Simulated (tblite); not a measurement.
Species: C7H12BF.
Atom-mapped SMILES: `[CH2:1]=[CH:2][CH2:3][C@@H:4]1[CH2:5][BH:6][CH2:7][C@@H:8]1[F:9]` (hydrogens: H10, H11 on C1; H12 on C2; H13, H14 on C3; H15 on C4; H16, H17 on C5; H18 on B6; H19, H20 on C7; H21 on C8)

Structure used (GFN2-xTB), in Å, numbered top down from 1:
```
atom  x, y, z in Å
C1     2.998    0.610   -0.929
C2     2.298    0.335    0.154
C3     1.262   -0.741    0.239
C4    -0.116   -0.164    0.575
C5    -1.208   -1.229    0.790
B6    -2.561   -0.501    0.460
C7    -2.182    0.862   -0.237
C8    -0.680    0.744   -0.526
F9    -0.517    0.140   -1.763
H10    3.734    1.396   -0.954
H11    2.862    0.054   -1.842
H12    2.443    0.911    1.061
H13    1.541   -1.448    1.026
H14    1.210   -1.281   -0.708
H15   -0.036    0.448    1.480
H16   -1.121   -1.710    1.764
H17   -1.069   -2.022    0.048
H18   -3.640   -0.890    0.673
H19   -2.725    1.099   -1.152
H20   -2.347    1.701    0.443
H21   -0.154    1.703   -0.603
```

All values are computed: GFN2-xTB (tblite) harmonic vibrations without scaling, gas phase. Errors from tens to a few hundred cm⁻¹ against measured bands are possible. Modes of hydrogen on boron can be 10 to 20 % off. One conformer, not necessarily the lowest.

Harmonic wavenumbers (cm⁻¹): 54.4, 59.7, 112.3, 150.6, 193.5, 236.2, 351.2, 365.2, 416.0, 503.4, 512.2, 555.6, 639.2, 685.9, 714.3, 829.3, 839.6, 857.9, 894.1, 897.9, 924.0, 938.8, 969.7, 1022.3, 1028.9, 1050.6, 1074.7, 1092.6, 1126.2, 1143.9, 1161.3, 1201.8, 1207.5, 1223.3, 1263.9, 1275.8, 1299.0, 1312.4, 1315.6, 1339.8, 1416.5, 1427.8, 1441.2, 1472.2, 1721.7, 2684.5, 2920.3, 2929.0, 2940.0, 2946.7, 2969.8, 2996.1, 2997.9, 3005.1, 3039.1, 3101.6, 3125.8.

A = 3110, B = 1108, C = 943.8 MHz; mass 126.102 u (most abundant isotopes); point group C1, symmetry number 1.

Zero-point energy?

Half the sum of the wavenumbers: 37988 cm⁻¹ = 454.44 kJ/mol.

Entropy at 350 K, 1 bar (ideal gas, RRHO, classical rotation)?

Translation 172.51, rotation 123.26, vibration 135.75: S = 431.5 J/(mol K).

And Cp and H(350 K) − H(0)?

Cp = 187.26 J/(mol K), of which vibrations give 154.00 (their classical limit is 57 R = 473.9); H(350 K) − H(0) = 36.96 kJ/mol without the zero-point energy, 25.32 from vibrations.

Which modes carry the vibrational entropy at 350 K?

54.4 cm⁻¹: 20.78; 59.7 cm⁻¹: 20.02; 112.3 cm⁻¹: 14.81; 150.6 cm⁻¹: 12.43; 193.5 cm⁻¹: 10.43; 236.2 cm⁻¹: 8.88 J/(mol K); the other 51 give 48.39 together.

How do the functions run with temperature in this model?

```csv
T (K),S (J/(mol K)),Cp (J/(mol K)),H − H(0) (kJ/mol),G − H(0) (kJ/mol),ln q(vib)
50,243.5,53.9,2.08,-10.09,0.49
100,287.2,73.7,5.29,-23.43,1.62
298.15,403.7,160.9,27.93,-92.42,6.35
373.15,443.9,198.7,41.43,-124.20,8.20
500,510.1,254.1,70.29,-184.74,11.44
750,628.7,330.0,144.07,-327.44,17.89
1000,730.7,378.5,233.04,-497.69,24.09
```

q(vib) and H(0) count from the zero-point level.

Blend soft modes into free rotors: weight 1/[1 + (100 cm⁻¹/ν̃)⁴] for the oscillator and the rest for a rotor with moment μB/(μ + B), μ = h/(8π²ν), B = 10⁻⁴⁴ kg m². What vibrational entropy results?

124.62 J/(mol K) in place of 135.75, which changes −T·S at 350 K by +3.90 kJ/mol.

Hindered rotation and anharmonicity are outside this model. Other conformers, if any are populated, would add a mixing term that is left out. The structure is chiral; the term R ln 2 for an equal mix with its mirror image is left out.

Time: 1.3 s. Hardware: Arm Neoverse N1, one thread, on a shared host. This covers the Hessian and the dipole derivatives.
